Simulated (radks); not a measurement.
The nuclear charge of the zirconium ion Zr2+ is varied continuously with 38 electrons held in [Kr] 4d2. Method: Dirac Kohn-Sham, BLYP, spin-unpolarised, spherical densities, finite nucleus; open shells fill j = l - 1/2 first; Fermi nuclear charge, rms radius 4.2694 fm; computed with a radial shooting solver on a logarithmic mesh with Libxc functionals. By the Hellmann-Feynman theorem dE/dZ = E(electron-nucleus)/Z, the electronic potential at the nucleus (averaged over a nucleus of fixed radius).

| Z | E (hartree) | E(electron-nucleus)/Z (hartree) | HOMO | e(HOMO) (eV) | <r> HOMO (bohr) |
|---|---|---|---|---|---|
| 39.6 | -3512.63563 | -213.690 | 4d3/2 | -12.759 | 2.197 |
| 39.8 | -3555.51915 | -215.145 | 4d3/2 | -14.970 | 2.102 |
| 40 | -3598.69368 | -216.600 | 4d3/2 | -17.303 | 2.020 |
| 40.2 | -3642.15915 | -218.055 | 4d3/2 | -19.750 | 1.947 |
| 40.4 | -3685.91557 | -219.509 | 4d3/2 | -22.307 | 1.881 |
| 40.6 | -3729.96294 | -220.964 | 4d3/2 | -24.970 | 1.822 |
| 40.8 | -3774.30133 | -222.420 | 4d3/2 | -27.735 | 1.768 |
| 41 | -3818.93081 | -223.875 | 4d3/2 | -30.599 | 1.719 |

The central difference of E at Z = 40 is -216.600 hartree, to compare with the third column; the second derivative is -7.27 hartree.
